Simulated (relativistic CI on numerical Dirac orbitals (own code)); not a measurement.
## Energy levels of Rb XVIII

Method of calculation: Dirac-Coulomb-Breit CI, orbitals from a KLI potential per configuration, QED by a radiative potential, unscaled Slater integrals (own radial code, finite nucleus).

Configurations in the expansion (outside the closed core [Ne]): 3s²3p⁶3d², 3s²3p⁵3d³, 3s3p⁶3d³, 3s²3p⁶3d4s, 3s²3p⁶3d4p, 3s²3p⁶3d4d, 3s²3p⁶3d4f, 3s²3p⁵3d²4s, 3s²3p⁶4s², 3s²3p⁵3d²4p, 3s²3p⁶4s4p, 3p⁶3d⁴, 3p⁵3d⁵. Double excitations out of closed p, d and f shells are left out; levels of such configurations are missing from the list, as are those of other unlisted configurations, and high levels can miss mixing partners. These lack a partner that the ground configuration has and come out too high: 3s²3p⁵3d²4s, 3s²3p⁵3d²4p.

The lowest level is 3s²3p⁶3d² ³F2, with 96 % of that term; Hund's rules for 3s²3p⁶3d² give ³F with J = 2, in agreement.

```tsv
No.	Configuration	Term	J	E (cm⁻¹)	%	Landé g
1	3s²3p⁶3d²	³F	2	0	96	0.678
2	3s²3p⁶3d²	³F	3	12589	100	1.082
3	3s²3p⁶3d²	³F	4	25303	98	1.244
4	3s²3p⁶3d²	¹D	2	49390	63	1.153
5	3s²3p⁶3d²	³P	0	51105	98	
6	3s²3p⁶3d²	³P	1	57025	100	1.499
7	3s²3p⁶3d²	³P	2	70498	66	1.329
8	3s²3p⁶3d²	¹G	4	78001	98	1.003
9	3s²3p⁶3d²	¹S	0	171988	98	
10	3p⁵3d³(4F)	⁵D°	2	778713	58	1.290
11	3p⁵3d³(4F)	⁵D°	1	780244	75	1.163
12	3p⁵3d³(4F)	⁵D°	3	780728	50	1.362
13	3p⁵3d³(4F)	⁵D°	0	783135	98	
14	3p⁵3d³(4P)	⁵S°	2	786220	92	1.975
15	3p⁵3d³(4F)	⁵F°	4	786635	48	1.397
16	3p⁵3d³(4F)	⁵F°	5	801336	69	1.355
17	3p⁵3d³(4F)	⁵F°	1	806849	62	0.417
18	3p⁵3d³(4F)	⁵F°	2	808272	33	1.067
19	3p⁵3d³(4P)	⁵D°	4	809543	45	1.358
20	3p⁵3d³(4P)	⁵D°	3	809939	37	1.261
21	3p⁵3d³(4F)	⁵G°	6	820566	96	1.325
22	3p⁵3d³(4F)	⁵G°	5	835233	56	1.282
23	3p⁵3d³(2G)	³F°	2	838808	63	0.762
24	3p⁵3d³(4F)	³G°	4	839495	41	1.143
25	3p⁵3d³(4F)	³G°	3	840473	59	0.858
26	3p⁵3d³(2G)	³F°	3	850322	45	1.126
27	3p⁵3d³(2P)	³P°	2	851818	56	1.333
28	3p⁵3d³(2G)	³F°	4	855731	39	1.227
29	3p⁵3d³(2D)	³P°	1	860686	68	1.329
30	3p⁵3d³(2D)	³D°	3	861553	79	1.320
31	3p⁵3d³(2G)	³G°	5	866587	63	1.146
32	3p⁵3d³(2G)	¹G°	4	869091	41	1.019
33	3p⁵3d³(2G)	³H°	6	872100	69	1.130
34	3p⁵3d³(4F)	⁵G°	2	872696	48	0.734
35	3p⁵3d³(2P)	³D°	2	875765	31	0.984
36	3p⁵3d³(2D)	³P°	0	878733	94	
37	3p⁵3d³(2H)	³I°	7	884014	100	1.141
38	3p⁵3d³(2D)	³D°	1	884973	57	0.723
39	3p⁵3d³(2D)	³D°	3	886509	37	1.146
40	3p⁵3d³(2P)	³P°	0	887077	46	
41	3p⁵3d³(2G)	³F°	3	891967	27	1.054
42	3p⁵3d³(2G)	³H°	5	893835	57	1.058
43	3p⁵3d³(2D)	³F°	4	895089	77	1.218
44	3p⁵3d³(2H)	³I°	6	897157	56	1.068
45	3p⁵3d³(4P)	³P°	1	898196	33	1.744
```

Energies count from the lowest computed level; ° marks odd parity. Percentages are summed over parent terms; the parents shown are those of the largest component, closed shells are left out there.

The mean weight of the leading LS term, summed over parents, in these 45 levels is 65 %, and that of the leading jj configuration (from the same eigenvectors) 57 %.

At this charge energies of transitions that change n are usually good to better than 1 %, and those within a shell (Δn = 0) to a few per cent. Terms inside the open d or f shell come out 10 to 20 % too wide with unscaled integrals.

Landé's interval rule says that E(J) − E(J−1) = AJ with one A. For the ground term the intervals give A = 4196.3, 3178.5 cm⁻¹ for J = 3, 4; the multiplet is regular.

LS names give the leading component of a level, which can be under half, so a name can repeat, a term be missing and a line seem to break the LS rules.
